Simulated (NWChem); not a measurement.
Species: C2H6ClNSi; SMILES C=C[SiH](N)Cl

```xyz
11

Si     0.5486     0.1423     0.4195
N      1.9476     0.5800    -0.4822
Cl    -1.1889     1.2411    -0.0517
C      0.1818    -1.6592     0.1260
C     -0.9987    -2.1674    -0.2485
H      0.8356     0.4807     1.8317
H      2.4025     1.4667    -0.2958
H      2.0023     0.3476    -1.4677
H      1.0144    -2.3481     0.2854
H     -1.8666    -1.5359    -0.4242
H     -1.1463    -3.2362    -0.3968
```
Atoms are numbered in this order, from 1.

Level: B3LYP/6-31G* (spherical d) (NWChem), optimised geometry, unscaled harmonic frequencies. 

Question: List the harmonic frequencies with IR intensities, and the thermochemistry.

Answer: 
```csv
frequency (cm⁻¹),IR intensity (km/mol)
84,0.7
158,1.8
206,4.7
245,11.1
308,21.8
388,1.8
470,36.1
503,243.4
523,60.8
678,41.9
761,48.9
844,148.0
880,95.0
946,185.7
1009,23.8
1033,15.3
1046,20.5
1305,2.5
1463,19.6
1625,59.0
1684,9.9
2286,143.0
3129,8.4
3152,14.3
3231,9.2
3552,25.9
3645,22.1
```

| Item | Value |
|---|---|
| zero-point energy | 50.2 kcal/mol |
| thermal correction to the enthalpy at 298.15 K (with zero-point energy) | 55.3 kcal/mol |
| heat capacity Cv | 24.8 cal/(mol K) |
| entropy at 298.15 K and 1 atm (symmetry number 1) | 83.3 cal/(mol K) |
| dipole moment | 2.25 D |

Rigid rotor and harmonic oscillator; modes under 100 cm⁻¹ make the entropy uncertain.
